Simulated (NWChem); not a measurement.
Molecule: GaNH$_{4}$; SMILES [NH2][GaH2]

Task: Give the equilibrium geometry at PBE0/def2-SVP (NWChem) as a Z-matrix, with the point group.

Result: point group C2v; any orientation.
```
Ga
N 1 1.8110
H 2 1.0130 1 124.31
H 2 1.0130 3 111.37 1 180.00
H 1 1.5648 2 116.80 3 0.00
H 1 1.5648 5 126.39 2 180.00
```
